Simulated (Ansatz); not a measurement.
Reaction (cleavage of the Ge–Si bond): `[NH2][GeH2][SiH2]Cl` + `C=N` → `C=[N][GeH2][NH2]` + `[SiH3]Cl`

Gas-phase electronic energies from Ansatz, PBE0-D4/def2-TZVP geometries. CCSD(T)/CBS is the MP2 limit (def2-TZVPP, def2-QZVPP) plus CCSD(T) − MP2 in def2-TZVPP, frozen cores. This one scheme is used for every species. DFT in def2-TZVPP. B3LYP here is the variant with VWN-RPA as its local correlation; programs differ in this. For Ge outer-core shells are correlated without core-valence functions, which leaves a few kJ/mol of doubt a bond. Scalar relativity is left out up to krypton. Each species was taken in one conformer, which may not be the lowest.

| level | ΔE (kJ/mol) | difference from CCSD(T)/CBS |
| --- | --- | --- |
| B3LYP-D4 | 0.1 | 2.5 |
| PBE | 8.5 | 10.9 |
| HF/def2-TZVPP | -16.5 | -14.1 |
| MP2/def2-TZVPP | -12.3 | -9.9 |
| SCS-MP2/def2-TZVPP | -14.0 | -11.6 |
| CCSD(T)/def2-TZVPP | -5.7 | -3.3 |
| HF/def2-QZVPP | -17.0 | -14.6 |
| MP2/def2-QZVPP | -10.6 | -8.2 |
| HF/CBS(def2) | -17.1 | -14.7 |
| CCSD/CBS(def2) | -2.3 | 0.1 |
| CCSD(T)/CBS | -2.4 | 0 |

Largest T1 diagnostic among the species: 0.012.

In def2-TZVPP, CCSD(T) changes the Hartree–Fock value by +10.8 kJ/mol (the triples alone add −0.1 kJ/mol) and MP2 by +4.2 kJ/mol.
